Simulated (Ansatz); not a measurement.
Relaxed structures of BSiH$_{3}$F$_{2}$, singlet (PBE0-D4/def2-TZVP; forces vanish, vibrations not checked; lower isomers may exist, and structures with a doubtful reference or unclear bonds are left out; Å). Computed with Ansatz 0.2.0 (basis: def2-TZVPP); correlated methods freeze the cores.

Problem. Rank them by CCSD(T) energy, lowest first, and give each one's height above the lowest. Links in brackets join atoms within 1.22 times the sum of their covalent radii (1.1 for two metals). (An estimate is asked for; the value comes from the calculation.)
A.
a complex of BSiH₂F ([BH2][Si][F]) + HF
```
7
angstrom
B -0.7180 0.8966 -0.0022
Si 0.9848 -0.2024 0.1533
F 0.5181 -1.3647 1.2306
F 0.0802 -1.9191 -1.2421
H -1.4187 0.9057 -0.9751
H -0.9336 1.7511 0.8153
H -0.0768 -2.4640 -0.5050
```
B.
a complex of BSiH₂F ([BH][SiH][F]) + HF
```
7
angstrom
B -0.6684 1.4960 0.0669
Si 0.2798 -0.0311 -0.3976
F -0.1915 -1.4273 0.2782
F 0.5774 -3.7667 -0.8559
H -1.3968 2.4085 -0.1119
H 0.2267 -3.0794 -0.3426
H 1.7530 -0.0134 -0.4952
```
C.
BSiH₃F₂ ([BH2][SiH]([F])[F])
```
7
angstrom
B -0.7530 0.9609 -0.0678
Si 0.5008 -0.6093 0.0369
F 0.6233 -1.1603 1.5276
F -0.0208 -1.8311 -0.8441
H -1.3658 1.1899 -1.0669
H -0.8561 1.7258 0.8435
H 1.8715 -0.2759 -0.4293
```

Solution. The calculation gives: C (0.000 eV), A (3.433 eV), B (4.146 eV). Heights count from the lowest.

No T1 diagnostic of these runs exceeds 0.015. The restricted Hartree–Fock reference is unstable towards an unrestricted one at one or more of these structures. A large double-excitation amplitude points to some diradical character; no triplet was computed.

For scale, one of the runs: CCSD(T)/def2-TZVPP, 177 basis functions, launched by `ansatz run in.yaml --threads 2 --pin off --events-out ev --progress --plain --max-ram 4352MiB`. Hardware: 2 CPU threads of an AMD EPYC 9R45, shared host. Wall time 16 s; peak host memory 1.7 GiB.
